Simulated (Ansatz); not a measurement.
Energy profile

The step: Zn₂SiH₂O₃F₄ ([OH][Zn][O][Zn]1[OH][Si]([F])([F])([F])[F]1) → Zn₂SiHO₃F₃ ([OH][Zn][O][Zn][O][Si]([F])([F])[F]) + HF; bonds formed: F2–H6; dative contacts that become bonds: Si1–O7; bonds broken: Si1–F2, F5–Zn8, H6–O7 (atoms numbered as in the saddle structure below).

```
atom    x (Å)    y (Å)    z (Å)
 Si1   1.8857  -0.6093  -0.6950
  F2   3.6175   0.1957  -0.4114
  F3   2.0812  -0.4615  -2.2495
  F4   2.4221  -1.9562  -0.0833
  F5   0.2726  -0.9607  -0.6847
  H6   2.8605   0.8392   0.1511
  O7   1.6535   0.7382   0.2715
 Zn8  -0.1006   1.0012   0.7172
  O9  -1.7038   1.4323   1.2549
Zn10  -3.2317   0.6261   0.9089
 O11  -4.8554  -0.0285   0.6824
 H12  -4.9016  -0.8164   0.1379
```

Electronic energies by CCSD(T) at an estimated basis limit (MP2 extrapolated from triple and quadruple zeta, plus CCSD(T) − MP2 in triple zeta), on PBE0-D4/def2-TZVP structures; Zn2SiH2O3F4, closed shell; no counterpoise correction. Computed with Ansatz 0.2.0 (basis: def2-TZVPP and def2-QZVPP); correlated methods freeze the cores. The 3s and 3p shells of Cu and Zn are frozen; filled d shells are correlated. Extrapolation: Hartree–Fock as exp(−7.88 √X), correlation as X^−2.97.

Question: Give the profile in kcal/mol, counted from the separated reactants. (To be estimated.)

Answer: By the calculation:
| point | kcal/mol |
| --- | --- |
| separated: SiF4 (linked as [F][Si]([F])([F])[F]; Si1, F2, F3, F4, F5; singlet) + Zn2H2O3 (linked as [OH][Zn][O][Zn][OH]; H6, O7, Zn8, O9, Zn10, O11, H12; singlet) | 0.00 |
| start structure | -16.80 |
| saddle | 10.25 |
| end structure | -11.00 |
| separated: Zn2SiHO3F3 (linked as [OH][Zn][O][Zn][O][Si]([F])([F])[F]; Si1, F3, F4, F5, O7, Zn8, O9, Zn10, O11, H12; singlet) + HF (F2, H6; singlet) | -2.32 |

No T1 diagnostic of these runs exceeds 0.019.

The step is the kind of ligand exchange by which a precursor binds to a hydroxyl group, or is hydrolysed, in atomic layer deposition of oxides. Here a small cluster stands in for the surface site.

For scale, one of the runs: CCSD(T)/def2-TZVPP, 415 basis functions, launched by `ansatz run in.yaml --threads 4 --pin off --events-out ev --progress --plain --max-ram 66560MiB --backend cuda --devices 0, --max-vram 37GiB`. Time: 3.1 min of wall clock on 4 CPU threads of an AMD EPYC 7R13 and a share of one NVIDIA H100; the host was shared. Peak host memory: 1.7 GiB.
